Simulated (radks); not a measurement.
The numbers below are computed, except where a source is named.
All-electron atom: Er I in [Xe] 4f12 6s2. Level of theory: non-relativistic Kohn-Sham, LDA (Slater exchange, Perdew-Wang correlation), spin-unpolarised, spherical densities, point nucleus; relativity is left out, which matters for an element this heavy (a radial shooting solver on a logarithmic mesh with Libxc functionals).

Normalised radial functions P(r) = r R(r), r in bohr:

```
   r/bohr * 4p, o 5s, + 6s (the largest magnitude, 1.56, reaches the edge; | marks zero, & curves that meet)
 0.003027                             &o
 0.004814                             |&o
 0.007718                             |&o
  0.01237                             |+ &
  0.01968                             + o  *
  0.03155                            o+        *
  0.05058                         o  +|          *
  0.08044                          o +|   *
    0.129                  *          |+ o
   0.2051               *             | +   o
   0.3288                        o   +|          *
   0.5272                      o    + |                          *
   0.8384                             |  +       o *
    1.344                             | *+             o
    2.155                        +    *      o
    3.427                    +        *o
    5.495                      +      &
    8.739                           + &
    14.01                             &
```

4p: eigenvalue -294.41 eV, 2 radial nodes at r = 0.0933, 0.276 bohr, <r> = 0.557 bohr, 90 % of the charge inside 0.811 bohr. 5s: eigenvalue -43.970 eV, 4 radial nodes at r = 0.0284, 0.108, 0.275, 0.648 bohr, <r> = 1.36 bohr, 90 % of the charge inside 1.97 bohr. 6s: eigenvalue -3.673 eV, 5 radial nodes at r = 0.0284, 0.107, 0.274, 0.634, 1.65 bohr, <r> = 4.26 bohr, 90 % of the charge inside 6.32 bohr.
